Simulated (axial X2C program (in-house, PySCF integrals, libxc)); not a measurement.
# Photoelectron levels of PdTe by EOM-IP-CCSD

Computed with an in-house all-electron X2C program for linear molecules (integrals from PySCF): two-component X2C with atomic mean-field Coulomb and Gaunt terms, Gaussian nuclei, basis Te dyall-cv3z, Pd dyall-cv3z with contracted cores.

R = 2.403 Å (near the PBE0 minimum at charge 0 of the determinant lowest at the starting distance; the state shown can have its own minimum elsewhere, which is not the closed-shell reference).

Hartree–Fock spinors of PdTe (one of each Kramers pair; a window near the gap, which can cut inner shells):

| ω | occupied | ε (eV) | character |
| --- | --- | --- | --- |
| 1/2 | yes | -11.77 | 68% Pd d, 28% Te p |
| 3/2 | yes | -11.06 | 99% Pd d |
| 5/2 | yes | -10.41 | 100% Pd d |
| 3/2 | yes | -9.59 | 84% Pd d, 12% Te p |
| 1/2 | yes | -8.79 | 64% Te p, 26% Pd d, 4% Pd p |
| 1/2 | yes | -8.12 | 62% Te p, 18% Pd d, 14% Pd s |
| 3/2 | no | -0.86 | 67% Te p, 16% Pd d, 14% Pd p |
| 1/2 | no | 0.54 | 64% Pd s, 32% Pd p, 2% Te p |
| 1/2 | no | 1.45 | 96% Pd p, 2% Te p |
| 3/2 | no | 1.62 | 87% Pd p, 8% Te p, 3% Pd d |
| 1/2 | no | 1.83 | 69% Pd p, 22% Pd s, 4% Pd d |
| 1/2 | no | 3.29 | 61% Pd s, 32% Pd p, 5% Te d |

Vertical ionisation energies of PdTe to the states of PdTe⁺:

```
Ω of PdTe⁺  vertical IE (eV)  above lowest (cm⁻¹)                   ionised spinor  one-hole weight
       1/2             8.041                    0  42% Te pσ, 32% Pd dσ, 14% Pd sσ             0.94
       1/2             8.355                 2529             52% Te pπ, 36% Pd dπ             0.93
       5/2             9.019                 7886                       100% Pd dδ             0.91
```

(1) How far does the lowest EOM-IP-CCSD energy lie from the Koopmans value −ε of the highest filled spinor?

This point took 24 s on 1 thread of Arm Neoverse N1, with other jobs on the host.

Reference electrons by ω block (each with its −ω partner): 1/2: 31, 3/2: 14, 5/2: 4. 16 electrons of PdTe correlated (inner shells frozen), 88 natural virtual spinors (a truncated set); levels can be off by some tenths of an eV. Roots sought by Ω: (1/2: 4, 3/2: 3, 5/2: 1); the list ends where they run out and leaves out roots under 60 % one-particle weight. The solver can skip a root, and states that need a further excitation, which the method places far too high, are missing though they may lie low or lowest. T1 of the reference 0.032 (Lee–Taylor). Number of frozen shells: Te 4 s, 3 p, 2 d; Pd 4 s, 3 p, 1 d. The closed-shell reference lies 0.23 eV above the lowest PBE0 determinant. Large amplitudes in the reference (orbital relaxation or multireference character) lower the reliability.

Results:

(1) 8.041 eV against 8.12 eV, a shift of -0.08 eV: relaxation of the final state lowers the energy and the loss of correlation raises it.
